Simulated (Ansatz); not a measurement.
One change: `CN[SiH](P)S` becomes `CN[SiH](C)S`.

Ansatz, PBE0-D4/def2-TZVP geometries, multiplicity 1. Each molecule was computed in one conformer, which needn't be the lowest.

```json
{"property": "size of the dipole moment (PBE/def2-TZVPP) / D", "`CN[SiH](P)S`": "1.73"}
{"property": "HOMO–LUMO gap (PBE0/def2-TZVPP) / eV", "`CN[SiH](P)S`": "7.02"}
{"property": "HOMO energy (ωB97M-V/def2-TZVPP) / eV", "`CN[SiH](P)S`": "-9.18"}
{"property": "size of the dipole moment (B3LYP/def2-TZVPP) / D", "`CN[SiH](P)S`": "1.73"}
{"property": "ideal-gas entropy at 298 K and 1 bar (rigid rotor, harmonic PBE0-D4/def2-TZVP) / J/(mol·K)", "`CN[SiH](P)S`": "392"}
{"property": "LUMO energy (PBE0/def2-TZVPP) / eV", "`CN[SiH](P)S`": "0.08"}
```

Q: Give the same properties after the change, and the shifts. (Estimate.)

A: Ansatz gave: 
```tsv
property	`CN[SiH](C)S`	shift
size of the dipole moment (PBE/def2-TZVPP) / D	1.60	-0.13
HOMO–LUMO gap (PBE0/def2-TZVPP) / eV	7.41	0.39
HOMO energy (ωB97M-V/def2-TZVPP) / eV	-9.12	0.06
size of the dipole moment (B3LYP/def2-TZVPP) / D	1.65	-0.08
ideal-gas entropy at 298 K and 1 bar (rigid rotor, harmonic PBE0-D4/def2-TZVP) / J/(mol·K)	380	-12
LUMO energy (PBE0/def2-TZVPP) / eV	0.59	0.51
```

With PBE0 the HOMO rises by 0.13 eV and the LUMO rises by 0.51 eV, so the gap widens by about 0.38 eV. PBE moves the HOMO by 0.16 eV and ωB97M-V by 0.06 eV. The zero-point energy changes by 48.8 kJ/mol with +3 modes. Dipoles are sizes alone; their direction can turn.

Positive LUMOs are unbound, so they and the gaps depend on the basis.

B3LYP here is the variant with VWN-RPA as its local correlation; programs differ in this.
